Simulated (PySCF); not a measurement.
**Computed properties of Si(Cl)(F)(SeH)2 (ClFH₂Se₂Si), SMILES F[Si](Cl)([SeH])[SeH]**

Si(Cl)(F)(SeH)2 (ClFH₂Se₂Si), SMILES F[Si](Cl)([SeH])[SeH]. The structure is a stationary point at ωB97X-D3(BJ)/def2-SVP. One conformer was computed; it need not be the lowest. All values are computed for the isolated molecule unless a solvent is named; none is compared with measurement here.

**Structure.** All 15 harmonic modes at ωB97X-D3(BJ)/def2-SVP (PySCF) are real, so it is a minimum. With heavy atoms numbered as in [F:1][Si:2]([Cl:3])([SeH:4])[SeH:5], the shortest bond between them is F1–Si2 at 1.618 Å and the longest Si2–Se4 at 2.242 Å.

**Vibrations.** The strongest infrared lines (harmonic, unscaled, degenerate partners summed) lie at 598 cm⁻¹ (168 km/mol, Si 54 %, Cl 32 %, H 12 %), 530 cm⁻¹ (151 km/mol, Si 79 %, Se 12 %, H 8 %), 922 cm⁻¹ (118 km/mol, F 54 %, Si 45 %). The softest mode is at 92 cm⁻¹ and the zero-point energy is 14.4 kcal/mol.

**Electronic structure.** r2SCAN/def2-TZVP (PySCF) places the frontier levels at -6.66 and -1.53 eV, a gap of 5.13 eV, and gives a dipole moment of 1.86 D and a mean polarisability of 86.3 bohr³. PBE/def2-TZVP (PySCF) at the same geometry gives -6.36 and -1.74 eV, so its gap is 0.51 eV narrower. An orbital gap is neither the optical nor the fundamental gap.

**Excitations.** TDDFT-PBE0/def2-SVPD (PySCF) has S1 at 5.12 eV (242 nm, f = 0.015, weak); the most intense of the 10 singlets computed lies at 6.31 eV (f = 0.05). T1 (TDA) is at 4.69 eV. TDDFT-PBE/def2-SVPD (PySCF) puts S1 at 4.68 eV. No vertical singlet excitation falls in the visible range (under 3.1 eV).

**NMR.** GIAO shifts at PBE0/pcSseg-1 (PySCF) (non-relativistic, atoms alike by connectivity averaged): ¹H at 1.9 ppm against TMS; ²⁹Si at 48.2 ppm against TMS; ¹⁹F at -102.9 ppm against CFCl3. Without spin–orbit terms, shifts of atoms bonded to Cl or Br come out too high.
